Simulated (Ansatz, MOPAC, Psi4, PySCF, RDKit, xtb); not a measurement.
Pair of molecules: CH4O (SMILES CO) (first 6 atoms) with CH4S (SMILES CS); geometry from B3LYP-D3(BJ)/def2-TZVP, rigid monomers moved along the line of their centres of mass till O2···H12 is 4.07 Å.
(charge 0, multiplicity 1):
```csv
atom,x (Å),y (Å),z (Å)
C,-0.2896,-0.5451,0.0904
O,-0.1998,0.7684,0.6352
H,-1.2677,-0.7301,-0.3651
H,-0.1510,-1.2349,0.9213
H,0.4924,-0.7335,-0.6519
H,-0.2780,1.4103,-0.0770
C,-1.1045,-0.1382,5.7512
S,0.6773,-0.4975,5.6149
H,-1.6215,-0.3903,4.8282
H,-1.4884,-0.7590,6.5589
H,-1.2755,0.9080,5.9958
H,0.8899,0.2582,4.5242
```

| level | interaction energy (kJ/mol) | cost |
|---|---|---|
| MMFF94 | -3.1 | - |
| UFF | -1.2 | - |
| GFN-FF | -2.0 | - |
| AM1 | -2.0 | - |
| PM3 | -1.9 | - |
| PM6 | -2.6 | - |
| PM7 | -4.2 | - |
| GFN1-xTB | -2.2 | - |
| GFN2-xTB | -3.9 | - |
| HF/STO-3G (no counterpoise) | -1.1 | - |
| HF/3-21G (no counterpoise) | -3.0 | - |
| HF/6-31G* | -2.4 | - |
| HF/6-31G* (no counterpoise) | -2.6 | - |
| HF/aug-cc-pV(D+d)Z | -2.3 | - |
| PBE/def2-TZVPPD | -2.3 | ×1 |
| PBE-D3(BJ)/def2-TZVPPD | -3.2 | ×1 |
| PBE-D4/def2-TZVPPD | -3.2 | ×1 |
| BP86/6-31G* (no counterpoise) | -2.0 | - |
| r2SCAN/def2-TZVPPD | -2.3 | ×2 |
| r2SCAN-D3(BJ)/def2-TZVPPD | -3.0 | ×2 |
| r2SCAN-D4/def2-TZVPPD | -2.9 | ×2 |
| B3LYP/3-21G (no counterpoise) | -2.6 | - |
| B3LYP/6-31G* | -2.0 | - |
| B3LYP/6-31G* (no counterpoise) | -2.2 | - |
| B3LYP/6-311+G** (no counterpoise) | -2.6 | - |
| B3LYP/def2-TZVPPD | -1.7 | ×1 |
| B3LYP-D3(BJ)/def2-TZVPPD | -2.8 | ×1 |
| B3LYP-D4/def2-TZVPPD | -2.8 | ×1 |
| PBE0/def2-TZVPPD | -2.3 | ×1 |
| PBE0-D3(BJ)/def2-TZVPPD | -3.2 | ×1 |
| PBE0-D4/def2-TZVPPD | -3.2 | ×1 |
| M06-2X/6-31G* (no counterpoise) | -2.9 | - |
| wB97X-V/def2-TZVPPD | -3.0 | ×3 |
| wB97M-V/def2-TZVPPD | -3.0 | ×3 |
| MP2/6-31G* | -2.9 | - |
| MP2/6-31G* (no counterpoise) | -3.1 | - |
| MP2/aug-cc-pV(D+d)Z | -3.1 | - |
| CCSD/aug-cc-pV(D+d)Z | -2.8 | - |
| CCSD(T)/aug-cc-pV(D+d)Z | -2.9 | ×10 |
| SAPT0/jun-cc-pV(D+d)Z | -3.3 | - |

The rows run from -4.2 (PM7) to -1.1 kJ/mol (HF/STO-3G (no counterpoise)). In aug-cc-pV(D+d)Z the value moves HF -2.3, MP2 -3.1, CCSD -2.8, CCSD(T) -2.9, a shift of -0.6 from HF to CCSD(T). The dispersion term adds -0.9 in PBE-D3(BJ), -0.9 in PBE-D4, -0.7 in r2SCAN-D3(BJ). The 6 functionals in def2-TZVPPD without D3 or D4 span 1.3, from wB97X-V to B3LYP.

Interaction energies are E(AB) − E(A) − E(B) at the monomers' geometry in the complex; basis-set methods are counterpoise corrected. Rows marked so take none. RDKit's UFF carries no charges.

Frozen-core correlation. Rows in 3-21G, 6-311+G**, 6-31G*, STO-3G carry no dispersion term and start afresh at each structure (6-31G* with six Cartesian d functions). MP2/6-31G* freezes PySCF's default core. The state reached by AM1, PM3, PM6, PM7 isn't checked; PM7 holds dispersion and hydrogen-bond terms.

Codes used: Ansatz (an electronic-structure program) with Gaussian orbitals; MOPAC for AM1, PM3, PM6, PM7 (differences of heats of formation); Psi4 for SAPT; PySCF for 3-21G rows, 6-311+G** rows, 6-31G* rows, STO-3G rows, the dispersion terms; RDKit for the force fields; xtb for the GFN methods. 

Costs are rough ratios of core time to PBE/def2-TZVPPD (about 7 s over the structures, on one shared machine); a dash marks a level with no comparable run of its own.
